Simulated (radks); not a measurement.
The numbers below are computed, except where a source is named.
Species: O I. Configuration: [He] 2s2 2p3 4s1 (not the ground configuration).

Code: a radial shooting solver on a logarithmic mesh with Libxc functionals. Model: non-relativistic Kohn-Sham, SCAN, spin-unpolarised, spherical densities, point nucleus; meta-GGA in the generalised Kohn-Sham scheme.

Energy parts (hartree):
| part | energy |
|---|---|
| total | -74.41825 |
| kinetic | 74.23055 |
| electron-nucleus | -173.31087 |
| Hartree | 32.54494 |
| exchange-correlation | -7.88287 |

Orbitals (lengths in bohr, moments of r in powers of bohr; <r^-3> diverges for s and p1/2):
[
 {"orbital": "1s", "occ.": "2", "eigenvalue (hartree)": "-19.69590", "<r^-3>": "-", "<r^4>": "0.007565", "<r>": "0.1993", "<r^2>": "0.05366"},
 {"orbital": "2s", "occ.": "2", "eigenvalue (hartree)": "-1.40360", "<r^-3>": "-", "<r^4>": "3.731", "<r>": "1.084", "<r^2>": "1.408"},
 {"orbital": "2p", "occ.": "3", "eigenvalue (hartree)": "-0.80140", "<r^-3>": "6.014", "<r^4>": "5.718", "<r>": "1.113", "<r^2>": "1.577"},
 {"orbital": "4s", "occ.": "1", "eigenvalue (hartree)": "-0.03937", "<r^-3>": "-", "<r^4>": "32540", "<r>": "11.69", "<r^2>": "153.1"}
]

The highest occupied level is 4s at -1.071 eV. The density falls to 0.001 e/bohr^3 at r = 3.01 bohr. The electron density at the nucleus is 314.2 e/bohr^3. Virial ratio -V/T = 2.00253.
